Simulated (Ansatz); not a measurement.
Start from `[F][GeH]([F])[Cl]` and change one atom or group to get `[NH2][GeH]([F])[Cl]`.

Ansatz, PBE0-D4/def2-TZVP geometries, multiplicity 1. Each molecule was computed in one conformer, which needn't be the lowest.

Scalar relativity is left out up to krypton.

```json
{"property": "size of the dipole moment (ωB97M-V/def2-TZVPP) / D", "`[F][GeH]([F])[Cl]`": "2.17"}
{"property": "HOMO energy (B3LYP/def2-TZVPP) / eV", "`[F][GeH]([F])[Cl]`": "-9.71"}
{"property": "zero-point energy (PBE0-D4/def2-TZVP) / kJ/mol", "`[F][GeH]([F])[Cl]`": "37.4"}
{"property": "LUMO energy (PBE/def2-TZVPP) / eV", "`[F][GeH]([F])[Cl]`": "-1.84"}
{"property": "size of the dipole moment (B3LYP/def2-TZVPP) / D", "`[F][GeH]([F])[Cl]`": "2.17"}
{"property": "HOMO–LUMO gap (B3LYP/def2-TZVPP) / eV", "`[F][GeH]([F])[Cl]`": "8.55"}
```

Problem. Give the same properties after the change, and the shifts. (Estimate.)

Solution. Computed: 
```
                                          property  `[NH2][GeH]([F])[Cl]`  shift
size of the dipole moment (ωB97M-V/def2-TZVPP) / D                   2.31   0.14
               HOMO energy (B3LYP/def2-TZVPP) / eV                  -8.15   1.56
    zero-point energy (PBE0-D4/def2-TZVP) / kJ/mol                   99.1   61.7
                 LUMO energy (PBE/def2-TZVPP) / eV                  -1.04   0.80
  size of the dipole moment (B3LYP/def2-TZVPP) / D                   2.32   0.15
             HOMO–LUMO gap (B3LYP/def2-TZVPP) / eV                   7.78  -0.77
```

With PBE0 the HOMO rises by 1.57 eV and the LUMO rises by 0.78 eV, so the gap narrows by about 0.79 eV. PBE moves the HOMO by 1.63 eV and ωB97M-V by 1.44 eV. The zero-point energy changes by 61.7 kJ/mol with +6 modes. Dipoles are sizes alone; their direction can turn.

B3LYP here is the variant with VWN-RPA as its local correlation; programs differ in this.
